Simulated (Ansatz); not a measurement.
`B[SiH](B)O` → `BB` + `O[SiH]` at 400 K and 1 bar (silylene formation by 1,1-elimination).

Gas-phase electronic energies from Ansatz, PBE0-D4/def2-TZVP geometries. CBS: MP2 limit from def2 TZ/QZ plus the TZ coupled-cluster correction, frozen cores. This one scheme is used for every species. One conformer a species, not always the lowest.

| species | CCSD(T)/CBS energy (Eh) | H − E (kJ/mol) | S (J/(mol·K)) |
| --- | --- | --- | --- |
| `B[SiH](B)O` | -417.41590 | 198.5 | 375.9 |
| `BB` | -51.92346 | 119.9 | 250.5 |
| `O[SiH]` | -365.43832 | 70.5 | 255.7 |

H − E and S are ideal-gas, rigid-rotor, harmonic terms from PBE0-D4/def2-TZVP, for one conformer and one mirror image of each species. 1 Eh = 2625.50 kJ/mol, R = 8.31446 J/(mol·K).

Task: By hand: ΔE, ΔH, ΔS and ΔG.

Result: ΔE = (-51.92346) + (-365.43832) − (-417.41590) = 0.05412 Eh = 142.1 kJ/mol. Δ(H − E) = 119.9 + 70.5 − 198.5 = -8.1, so ΔH = 134.0 kJ/mol. ΔS = 250.5 + 255.7 − 375.9 = 130.3 J/(mol·K). ΔG = 134.0 − 400 × (130.3)/1000 = 81.9 kJ/mol.

Task: By hand: the equilibrium constant, and the temperature at which ΔG would vanish if ΔH and ΔS stayed fixed.

Result: log₁₀ K = −ΔG/(RT ln 10) = -10.7. ΔG = 0 at ΔH/ΔS = 1028 K.

The number of gas molecules changes by +1, which sets the sign of ΔS. A doubt of 5 kJ/mol in ΔE shifts log₁₀ K by 0.7 here. Other conformers and mirror images would add mixing entropy, several J/(mol·K) or more a flexible species. These are equilibria of isolated gas molecules and say nothing of rates. Largest T1 diagnostic: 0.016 (customary marks: 0.02 for closed shells, 0.045 for open ones).
